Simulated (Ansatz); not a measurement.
[closo-2-(SiH3)B5H4]2- (SiB5H7²⁻), 13 atoms. Hardware: 4 threads of Arm Neoverse V1 on a shared host.

Correlated methods freeze 10 core orbitals. A multiply charged anion in the gas phase is held together partly by the finite basis.

How many basis functions does each of these Ansatz runs have, and roughly what does it cost? ωB97X-V/def2-TZVPD, charge -2 singlet, energy, from earlier orbitals; HF/STO-3G, charge -2 singlet, energy; CCSD(T)/def2-SVPD, charge -2 singlet, energy, from earlier orbitals; PBE0-D4/def2-TZVPD, charge -2 singlet, energy, from earlier orbitals; r2SCAN-D4/def2-TZVPD, charge -2 singlet, energy, from earlier orbitals; MP2/def2-TZVPD, charge -2 singlet, energy, from earlier orbitals; PBE-D4/def2-SVPD, charge -2 singlet, relaxation, 9 steps; PBE-D4/def2-TZVPD, charge -2 singlet, energy and forces, from earlier orbitals; revPBE-D4/def2-TZVPD, charge -2 singlet, energy, from earlier orbitals; PBE-QIDH/def2-TZVPD, charge -2 singlet, energy, from earlier orbitals.

Other jobs shared the machine, so times can vary by a factor of up to 3. A dash marks memory too small to be measured apart from the calling script's.

```json
{"run": "HF/STO-3G, charge -2 singlet, energy", "functions": "41", "fitting or Cholesky vectors": "528", "wall time": "0.15 s", "peak host memory (GiB)": "–"}
{"run": "revPBE-D4/def2-TZVPD, charge -2 singlet, energy, from earlier orbitals", "functions": "291", "fitting or Cholesky vectors": "1457", "wall time": "4.5 s", "peak host memory (GiB)": "–"}
{"run": "PBE-D4/def2-TZVPD, charge -2 singlet, energy and forces, from earlier orbitals", "functions": "291", "fitting or Cholesky vectors": "1457", "wall time": "5.5 s", "peak host memory (GiB)": "–"}
{"run": "PBE0-D4/def2-TZVPD, charge -2 singlet, energy, from earlier orbitals", "functions": "291", "fitting or Cholesky vectors": "1478", "wall time": "6.5 s", "peak host memory (GiB)": "0.8"}
{"run": "MP2/def2-TZVPD, charge -2 singlet, energy, from earlier orbitals", "functions": "291", "fitting or Cholesky vectors": "1932", "wall time": "6.5 s", "peak host memory (GiB)": "1.1"}
{"run": "r2SCAN-D4/def2-TZVPD, charge -2 singlet, energy, from earlier orbitals", "functions": "291", "fitting or Cholesky vectors": "1457", "wall time": "9 s", "peak host memory (GiB)": "–"}
{"run": "PBE-QIDH/def2-TZVPD, charge -2 singlet, energy, from earlier orbitals", "functions": "291", "fitting or Cholesky vectors": "1932", "wall time": "12 s", "peak host memory (GiB)": "1.1"}
{"run": "PBE-D4/def2-SVPD, charge -2 singlet, relaxation, 9 steps", "functions": "180", "fitting or Cholesky vectors": "1471", "wall time": "16 s", "peak host memory (GiB)": "–"}
{"run": "ωB97X-V/def2-TZVPD, charge -2 singlet, energy, from earlier orbitals", "functions": "291", "fitting or Cholesky vectors": "1466", "wall time": "17 s", "peak host memory (GiB)": "1.1"}
{"run": "CCSD(T)/def2-SVPD, charge -2 singlet, energy, from earlier orbitals", "functions": "180", "fitting or Cholesky vectors": "1778", "wall time": "40 s", "peak host memory (GiB)": "2.1"}
```
